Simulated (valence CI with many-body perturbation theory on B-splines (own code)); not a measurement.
Values are calculated unless marked as measured or tabulated.
## Level structure of Pd⁶⁺

Level of theory: relativistic CI+MBPT: four valence electrons over a frozen Dirac-Fock core [Kr], a basis of 7 s, 7 p, 8 d, 6 f, 4 g, 1 h functions for each j, with the one-electron correlation potential Σ1, the two-electron term Σ2, the three-electron term Σ3, Breit, model QED; selected CI, second order for the rest, scaled by the run's own slope (own B-spline code, finite nucleus).

No measured levels were compared; by estimate terms of the open shell hold to 2 to 4 % of their energy, and close levels can change places; different configurations can be misplaced against each other by 1,000 to 8,000 cm⁻¹. The list stops below the first excitations out of the core.

Levels 46 to 84 of 84, with energies above the lowest level, 4d4 5D_0. "Leading %" is the weight of the configuration and term that name the level; weights of strongly mixed levels are sums over their largest components and can fall short. In the jj column 3d3/2^4 stands for four electrons in 3d with j = 3/2.

| No. | Configuration | Term | J | E (cm⁻¹) | Leading % | g | Leading jj |
| --- | --- | --- | --- | --- | --- | --- | --- |
| 46 | 4d3 5s | 3G | 3 | 242100 | 92 | 0.772 | 4d3/2 4d5/2^2 5s (60 %) |
| 47 | 4d3 5s | 3G | 4 | 242550 | 72 | 1.039 | 4d3/2^2 4d5/2 5s (52 %) |
| 48 | 4d3 5s | 3G | 5 | 243220 | 63 | 1.151 | 4d3/2^2 4d5/2 5s (70 %) |
| 49 | 4d3 5s | 3P | 1 | 244660 | 45 | 1.086 | 4d3/2^2 4d5/2 5s (42 %) |
| 50 | 4d3 5s | 3P | 0 | 245040 | 98 |  | 4d3/2^2 4d5/2 5s (97 %) |
| 51 | 4d3 5s | 3H | 4 | 245730 | 58 | 0.895 | 4d3/2^2 4d5/2 5s (59 %) |
| 52 | 4d3 5s | 3P | 2 | 247150 | 39 | 1.369 | 4d3/2 4d5/2^2 5s (63 %) |
| 53 | 4d3 5s | 3P | 1 | 248960 | 76 | 1.443 | 4d3/2 4d5/2^2 5s (57 %) |
| 54 | 4d3 5s | 3H | 6 | 249360 | 99 | 1.167 | 4d3/2 4d5/2^2 5s (99 %) |
| 55 | 4d3 5s | 3H | 5 | 249750 | 72 | 1.080 | 4d3/2 4d5/2^2 5s (64 %) |
| 56 | 4d3 5s | 3P | 1 | 250510 | 48 | 1.015 | 4d3/2 4d5/2^2 5s (81 %) |
| 57 | 4d3 5s | 3P | 2 | 250560 | 79 | 1.434 | 4d3/2 4d5/2^2 5s (68 %) |
| 58 | 4d3 5s | 3P | 0 | 250940 | 98 |  | 4d3/2 4d5/2^2 5s (97 %) |
| 59 | 4d3 5s | 3D | 3 | 252300 | 96 | 1.334 | 4d3/2 4d5/2^2 5s (60 %) |
| 60 | 4d3 5s | 1G | 4 | 252550 | 58 | 0.965 | 4d5/2^3 5s (65 %) |
| 61 | 4d3 5s | 3P | 2 | 254470 | 52 | 1.344 | 4d5/2^3 5s (65 %) |
| 62 | 4d3 5s | 1H | 5 | 254780 | 92 | 1.010 | 4d3/2 4d5/2^2 5s (79 %) |
| 63 | 4d3 5s | 1D | 2 | 258060 | 83 | 1.059 | 4d3/2 4d5/2^2 5s (45 %) |
| 64 | 4d3 5s | 1P | 1 | 258520 | 64 | 1.028 | 4d5/2^3 5s (78 %) |
| 65 | 4d3 5s | 3F | 4 | 262360 | 97 | 1.246 | 4d3/2 4d5/2^2 5s (79 %) |
| 66 | 4d3 5s | 3F | 3 | 262670 | 96 | 1.085 | 4d3/2 4d5/2^2 5s (63 %) |
| 67 | 4d3 5s | 3F | 2 | 263050 | 95 | 0.678 | 4d3/2 4d5/2^2 5s (48 %) |
| 68 | 4d3 5s | 1F | 3 | 268080 | 96 | 1.006 | 4d3/2 4d5/2^2 5s (63 %) |
| 69 | 4d3 5s | 3D | 3 | 284850 | 94 | 1.325 | 4d5/2^3 5s (46 %) |
| 70 | 4d3 5s | 3D | 2 | 285090 | 96 | 1.162 | 4d3/2 4d5/2^2 5s (54 %) |
| 71 | 4d3 5s | 3D | 1 | 285260 | 98 | 0.499 | 4d3/2 4d5/2^2 5s (86 %) |
| 72 | 4d3 5s | 1D | 2 | 290520 | 96 | 0.999 | 4d3/2 4d5/2^2 5s (45 %) |
| 73 | 4d3 5p | 5G° | 2 | 301270 | 88 | 0.373 | 4d3/2^3 5p1/2 (46 %) |
| 74 | 4d3 5p | 5G° | 3 | 304060 | 89 | 0.929 | 4d3/2^2 4d5/2 5p1/2 (70 %) |
| 75 | 4d3 5p | 3D° | 1 | 304260 | 55 | 0.406 | 4d3/2^3 5p1/2 (43 %) |
| 76 | 4d3 5p | 3D° | 2 | 306500 | 45 | 1.165 | 4d3/2^2 4d5/2 5p1/2 (73 %) |
| 77 | 4d3 5p | 5G° | 4 | 307280 | 83 | 1.151 | 4d3/2 4d5/2^2 5p1/2 (51 %) |
| 78 | 4d3 5p | 5D° | 3 | 309670 | 43 | 1.365 | 4d3/2 4d5/2^2 5p1/2 (62 %) |
| 79 | 4d3 5p | 5D° | 0 | 310460 | 94 |  | 4d3/2^3 5p3/2 (47 %) |
| 80 | 4d3 5p | 5G° | 5 | 310800 | 68 | 1.258 | 4d3/2 4d5/2^2 5p1/2 (36 %) |
| 81 | 4d3 5p | 5D° | 1 | 311320 | 86 | 1.368 | 4d3/2^2 4d5/2 5p3/2 (41 %) |
| 82 | 4d3 5p | 5D° | 4 | 312710 | 72 | 1.441 | 4d3/2 4d5/2^2 5p1/2 (44 %) |
| 83 | 4d3 5p | 5D° | 2 | 312830 | 74 | 1.389 | 4d3/2^2 4d5/2 5p3/2 (49 %) |
| 84 | 4d3 5p | 5F° | 1 | 313550 | 53 | 0.275 | 4d3/2^2 4d5/2 5p3/2 (50 %) |

Names give the largest LS component (configuration and term), which can be under half, so a name can repeat, a term be missing and a line seem to break the LS rules; names also repeat where a configuration has a term twice.

Where two levels of one J and parity lie close, their mixing, g and order are uncertain.
